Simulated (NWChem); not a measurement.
**Lowest excitation of HAl**

```
Al
H 1 1.6842
```
Charge 0, spin multiplicity 1.

Everything below was run with NWChem. Structure: optimised with PBE/def2-SVP, a minimum by its harmonic frequencies.

Basis set: def2-SVPD.

```csv
method,lowest vertical singlet excitation energy (eV),relative cost,difference from EOM-CCSD
TD-B3LYP,2.90,under 3,-0.14
EOM-CCSD,3.04,under 3,0.00
CIS,3.15,1,+0.11
TD-PBE,2.80,under 3,-0.25
TDA-PBE0,2.99,under 3,-0.06
```

The values span 0.36 eV, from TD-PBE (lowest) to CIS (highest). The cost column gives rough processor time relative to CIS; each entry includes its own SCF.

The correlated methods keep 5 core orbitals frozen. B3LYP has NWChem's definition, with VWN1-RPA local correlation. The structure started from a generated list of species. Differences from the coupled-cluster row are differences between methods, not errors against experiment.
